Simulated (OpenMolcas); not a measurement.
## Ionisation energies of beryllium

* Program: OpenMolcas 26.06
* Basis: ANO-RCC-VDZP [3s2p1d]
* Scalar Hamiltonian: DKH2, point nucleus
* Spin-orbit coupling: state interaction with AMFI integrals over the reference wave functions, term energies averaged over their components

Active shells in each charge state: the valence s, p shells, with orbitals averaged over the low states. Where CASPT2's correlated closed shells are named, they are those of the first ion.

A. CASSCF
B. SS-CASPT2, IPEA 0.25 Eh, imaginary shift 0.1 Eh (closed shells correlated: 1s)
C. SS-CASPT2, IPEA 0.25 Eh, imaginary shift 0.1 Eh (closed shells correlated: none)
D. SS-CASPT2, IPEA 0 Eh, imaginary shift 0.1 Eh (closed shells correlated: 1s)

Energies in eV between the lowest computed levels, named as in B; reference values from the NIST Atomic Spectra Database with their kind.

| From | To | A | B | C | D | Spin-orbit share in B | Reference |
| --- | --- | --- | --- | --- | --- | --- | --- |
| Be 2s² ¹S₀ | Be+ 2s ²S_1/2 | 9.250 | 9.279 | 9.282 | 9.281 | +0.000 | 9.323 (measured) |
| Be+ 2s ²S_1/2 | Be2+ 1s² ¹S₀ | 18.099 | 18.103 | 18.099 | 18.104 | +0.000 | 18.211 (measured) |

Error against the reference values, in %:

```json
{"From": "Be", "Reference": "measured", "A": "-0.8", "B": "-0.5", "C": "-0.4", "D": "-0.5"}
{"From": "Be+", "Reference": "measured", "A": "-0.6", "B": "-0.6", "C": "-0.6", "D": "-0.6"}
```

Mean absolute error over the 2 measured values: A 0.09 eV, B 0.08 eV, C 0.08 eV, D 0.07 eV.
